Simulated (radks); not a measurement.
Effect of the nuclear size on the aluminium ion Al+, [Ne] 3s2. Method: Dirac Kohn-Sham, LDA (Slater exchange, Perdew-Wang correlation), spin-unpolarised, spherical densities, finite nucleus; Fermi nuclear charge, rms radius 3.061 fm; computed with a radial shooting solver on a logarithmic mesh with Libxc functionals. The rms radius is varied about that value; shifts are against it.

rms radius (fm)	total energy shift (eV)	density at nucleus (e/bohr^3)	1s1/2 shift (meV)
2.66	-0.000903	1491	-0.375
2.7549	-0.000700	1491	-0.291
3.061	0	1489	0.000
3.2447	0.000455	1488	0.189
3.713	0.00173	1486	0.720

Slopes of the eigenvalues against <r^2> in GHz/fm^2, as finite differences over the two radii next to the reference (eigenvalue slopes, not the field-shift constants of lines): 1s1/2 39.5.
